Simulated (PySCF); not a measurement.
Isomers of C7H15OP, mass 146.086 u with the commonest isotopes. Method: PBE0/pcSseg-1 in PySCF (dipole) on a GFN2-xTB geometry, gas phase. One conformer each, none proved a minimum here; rigid rotors.

Question: Order these by rotational constant C, smallest first.
A. `[CH3:1][CH:2]([CH3:3])[P@@:4]1(=[O:5])[CH2:6][CH2:7][C@H:8]1[CH3:9]` with C1–C2–P4–O5 -64°, C2–P4–C6–C7 93°, P4–C6–C7–C8 18°, C6–C7–C8–C9 -146°, C2–P4–C8–C7 -90°
B. `[CH3:1][C@@H:2]1[CH2:3][CH2:4][CH2:5][P@:6]([CH3:7])(=[O:8])[CH2:9]1` with C1–C2–C3–C4 172°, C2–C3–C4–C5 67°, C3–C4–C5–P6 -57°, C4–C5–P6–C7 -68°
C. `[CH3:1][CH:2]([CH3:3])[P@:4]1(=[O:5])[CH2:6][C@@H:7]([CH3:8])[CH2:9]1` with C1–C2–P4–O5 -60°, C2–P4–C6–C7 -93°, P4–C6–C7–C8 -138°, C6–C7–C9–P4 16°, C2–P4–C9–C7 93°
D. `[CH2:1]=[C:2]([CH3:3])[P@@:4]([CH3:5])(=[O:6])[CH2:7][CH2:8][CH3:9]` with C1–C2–P4–C5 56°, C2–P4–C7–C8 -176°, P4–C7–C8–C9 175°
E. `[OH:1][CH2:2][P:3]1[CH2:4][CH2:5][CH2:6][CH2:7][CH2:8][CH2:9]1` with H–O1–C2–P3 -59°, O1–C2–P3–C4 -167°, C2–P3–C4–C5 -175°, P3–C4–C5–C6 -36°, C4–C5–C6–C7 -54°, C5–C6–C7–C8 101°
F. `[CH3:1][CH2:2][CH2:3][P:4]([CH2:5][OH:6])[CH:7]1[CH2:8][CH2:9]1` with C1–C2–C3–P4 178°, C2–C3–P4–C5 175°, C3–P4–C5–O6 -169°, P4–C5–O6–H -58°, C3–P4–C7–C8 -98°

Answer: F (629.8 MHz), E (747.0 MHz), D (765.5 MHz), C (865.8 MHz), B (901.1 MHz), A (998.4 MHz).

Question: Order these by dipole moment, largest first.
A. `[CH3:1][CH:2]([CH3:3])[P@@:4]1(=[O:5])[CH2:6][CH2:7][C@H:8]1[CH3:9]` with C1–C2–P4–O5 -64°, C2–P4–C6–C7 93°, P4–C6–C7–C8 18°, C6–C7–C8–C9 -146°, C2–P4–C8–C7 -90°
B. `[OH:1][CH2:2][P:3]1[CH2:4][CH2:5][CH2:6][CH2:7][CH2:8][CH2:9]1` with H–O1–C2–P3 -59°, O1–C2–P3–C4 -167°, C2–P3–C4–C5 -175°, P3–C4–C5–C6 -36°, C4–C5–C6–C7 -54°, C5–C6–C7–C8 101°
C. `[CH2:1]=[C:2]([CH3:3])[P@@:4]([CH3:5])(=[O:6])[CH2:7][CH2:8][CH3:9]` with C1–C2–P4–C5 56°, C2–P4–C7–C8 -176°, P4–C7–C8–C9 175°
D. `[CH3:1][C@@H:2]1[CH2:3][CH2:4][CH2:5][P@:6]([CH3:7])(=[O:8])[CH2:9]1` with C1–C2–C3–C4 172°, C2–C3–C4–C5 67°, C3–C4–C5–P6 -57°, C4–C5–P6–C7 -68°
E. `[CH2:1]=[P:2]1([CH2:3][CH3:4])[CH2:5][CH2:6][O:7][CH2:8][CH2:9]1` with C1–P2–C3–C4 -49°, C1–P2–C5–C6 -84°, P2–C5–C6–O7 -62°, C5–C6–O7–C8 66°, C6–O7–C8–C9 -70°
F. `[CH3:1][CH:2]([CH3:3])[P@:4]1(=[O:5])[CH2:6][C@@H:7]([CH3:8])[CH2:9]1` with C1–C2–P4–O5 -60°, C2–P4–C6–C7 -93°, P4–C6–C7–C8 -138°, C6–C7–C9–P4 16°, C2–P4–C9–C7 93°

Answer: D (4.51 D), F (4.00 D), A (3.86 D), C (3.53 D), E (2.11 D), B (1.34 D).

Question: Order these by radius of gyration √(Σ m r²/M), largest first.
A. `[CH3:1][C:2]([CH3:3])([CH3:4])[P@H:5](=[O:6])[CH:7]1[CH2:8][CH2:9]1` with C2–P5–C7–C8 -83°
B. `[CH3:1][CH2:2][CH2:3][P:4]([CH2:5][OH:6])[CH:7]1[CH2:8][CH2:9]1` with C1–C2–C3–P4 178°, C2–C3–P4–C5 175°, C3–P4–C5–O6 -169°, P4–C5–O6–H -58°, C3–P4–C7–C8 -98°
C. `[CH2:1]=[C:2]([CH3:3])[P@@:4]([CH3:5])(=[O:6])[CH2:7][CH2:8][CH3:9]` with C1–C2–P4–C5 56°, C2–P4–C7–C8 -176°, P4–C7–C8–C9 175°
D. `[OH:1][CH2:2][P:3]1[CH2:4][CH2:5][CH2:6][CH2:7][CH2:8][CH2:9]1` with H–O1–C2–P3 -59°, O1–C2–P3–C4 -167°, C2–P3–C4–C5 -175°, P3–C4–C5–C6 -36°, C4–C5–C6–C7 -54°, C5–C6–C7–C8 101°
E. `[CH3:1][CH:2]([CH3:3])[P@:4]1(=[O:5])[CH2:6][C@@H:7]([CH3:8])[CH2:9]1` with C1–C2–P4–O5 -60°, C2–P4–C6–C7 -93°, P4–C6–C7–C8 -138°, C6–C7–C9–P4 16°, C2–P4–C9–C7 93°
F. `[CH3:1][CH:2]([CH3:3])[P@@:4]1(=[O:5])[CH2:6][CH2:7][C@H:8]1[CH3:9]` with C1–C2–P4–O5 -64°, C2–P4–C6–C7 93°, P4–C6–C7–C8 18°, C6–C7–C8–C9 -146°, C2–P4–C8–C7 -90°
G. `[CH3:1][C@@H:2]1[CH2:3][CH2:4][CH2:5][P@:6]([CH3:7])(=[O:8])[CH2:9]1` with C1–C2–C3–C4 172°, C2–C3–C4–C5 67°, C3–C4–C5–P6 -57°, C4–C5–P6–C7 -68°

Answer: B (2.389 Å), C (2.287 Å), D (2.208 Å), E (2.165 Å), A (2.119 Å), G (2.092 Å), F (2.041 Å).

```json
{"SMILES": "CC(C)[P@]1(=O)C[C@@H](C)C1", "point group": "–", "Ia (u·Å²)": "204.69", "Ib (u·Å²)": "581.58", "Ic (u·Å²)": "583.70", "κ": "-1.00", "μa (D)": "1.25", "μb (D)": "3.74", "μc (D)": "0.69"}
{"SMILES": "C[C@@H]1CCC[P@](C)(=O)C1", "point group": "C1", "Ia (u·Å²)": "247.00", "Ib (u·Å²)": "471.12", "Ic (u·Å²)": "560.87", "κ": "-0.70", "μa (D)": "3.50", "μb (D)": "1.56", "μc (D)": "2.38"}
{"SMILES": "C=P1(CC)CCOCC1", "point group": "C1", "Ia (u·Å²)": "207.19", "Ib (u·Å²)": "532.41", "Ic (u·Å²)": "562.53", "κ": "-0.93", "μa (D)": "0.08", "μb (D)": "1.06", "μc (D)": "1.82"}
{"SMILES": "CC(C)[P@@]1(=O)CC[C@H]1C", "point group": "C1", "Ia (u·Å²)": "277.88", "Ib (u·Å²)": "432.94", "Ic (u·Å²)": "506.17", "κ": "-0.59", "μa (D)": "1.19", "μb (D)": "1.14", "μc (D)": "3.50"}
{"SMILES": "CC(C)(C)[P@H](=O)C1CC1", "point group": "C1", "Ia (u·Å²)": "237.26", "Ib (u·Å²)": "487.30", "Ic (u·Å²)": "586.97", "κ": "-0.72", "μa (D)": "0.47", "μb (D)": "3.95", "μc (D)": "0.27"}
{"SMILES": "OCP1CCCCCC1", "point group": "C1", "Ia (u·Å²)": "213.01", "Ib (u·Å²)": "535.07", "Ic (u·Å²)": "676.57", "κ": "-0.76", "μa (D)": "1.10", "μb (D)": "0.75", "μc (D)": "0.17"}
{"SMILES": "C=C(C)[P@@](C)(=O)CCC", "point group": "C1", "Ia (u·Å²)": "237.47", "Ib (u·Å²)": "631.11", "Ic (u·Å²)": "660.21", "κ": "-0.95", "μa (D)": "0.01", "μb (D)": "2.87", "μc (D)": "2.05"}
{"SMILES": "CCCP(CO)C1CC1", "point group": "C1", "Ia (u·Å²)": "288.16", "Ib (u·Å²)": "576.92", "Ic (u·Å²)": "802.40", "κ": "-0.56", "μa (D)": "1.24", "μb (D)": "0.03", "μc (D)": "0.03"}
```
